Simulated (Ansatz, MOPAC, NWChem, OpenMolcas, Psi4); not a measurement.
# How methods differ on BCNF2 (SMILES N#CB(F)F)

BCNF2, singlet, SMILES `N#CB(F)F`. Each level relaxes the structure for itself.

Quantity: the highest harmonic wavenumber at each level's own minimum, in cm⁻¹. The values are calculated.

| level | kind | program | value (cm⁻¹) |
| --- | --- | --- | --- |
| MNDOD | semi-empirical | MOPAC | 2516 |
| PM3 | semi-empirical | MOPAC | 2440 |
| PM6 | semi-empirical | MOPAC | 2368 |
| PM6-DH+ | semi-empirical | MOPAC | 2369 |
| HF/3-21G | Hartree–Fock | NWChem | 2588 |
| HF/6-31G* (Cartesian functions) | Hartree–Fock | OpenMolcas | 2609 |
| B3LYP/6-31G* (spherical functions) | global hybrid | NWChem | 2361 |
| PBE0-D4/def2-TZVP | global hybrid | Ansatz | 2378 |
| PBE0-D4/def2-SVP (density fitting) | global hybrid | Psi4 | 2399 |

Harmonic and unscaled. The values span 2361 to 2609 cm⁻¹.
